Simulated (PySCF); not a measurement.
sulfur hexafluoride (F6S), singlet, at a GFN2-xTB geometry. Base run: DF-SVWN5/pcseg-1 in PySCF.

The PySCF input:
```python
from pyscf import gto, scf, dft

mol = gto.Mole()
mol.atom = '''
    F     0.605832   -0.461654   -1.396116
    S     0.000000    0.000000    0.000000
    F     1.298200   -0.541243    0.742315
    F    -0.690610   -1.422403    0.170662
    F    -1.298200    0.541243   -0.742315
    F     0.690610    1.422403   -0.170662
    F    -0.605832    0.461654    1.396116
'''
mol.basis = 'pcseg-1'
mol.charge = 0
mol.spin = 0
mol.verbose = 3
mol.build()

mf = dft.RKS(mol)
mf.xc = 'lda,vwn'
mf = mf.density_fit(auxbasis='def2-universal-jkfit')
mf.kernel()
mf.analyze()
```

Each row names what was changed in the base input (with any setting that the change needs).

| change | basis functions | E (Eh) | HOMO (eV) | HOMO-LUMO gap (eV) |
|---|---|---|---|---|
| base | 102 | -991.91454 | -10.52 | 6.57 |
| basis = STO-3G | 39 | -978.44699 | -3.13 | 6.09 |
| basis = 6-31G* | 102 | -992.00268 | -9.80 | 6.59 |
| basis = def2-SV(P) | 102 | -991.44829 | -10.07 | 6.69 |
| basis = 6-31+G* | 130 | -992.04666 | -10.53 | 6.45 |
| basis = 6-311G** | 134 | -992.21660 | -10.57 | 6.47 |
| basis = 6-311++G** | 162 | -992.23423 | -10.76 | 6.35 |
| basis = aug-pcseg-1 | 165 | -991.95632 | -10.48 | 6.52 |
| basis = aug-cc-pVDZ | 165 | -992.12647 | -10.42 | 6.46 |
| basis = def2-SVPD | 165 | -991.52111 | -10.60 | 6.59 |
| basis = pcseg-2 | 214 | -992.39354 | -10.55 | 6.78 |
| basis = pc-2 | 214 | -992.40794 | -10.56 | 6.79 |
| basis = def2-TZVP | 223 | -992.40362 | -10.41 | 6.81 |

Totals compare only among sets that treat the same electrons; sets with core potentials leave the core out.
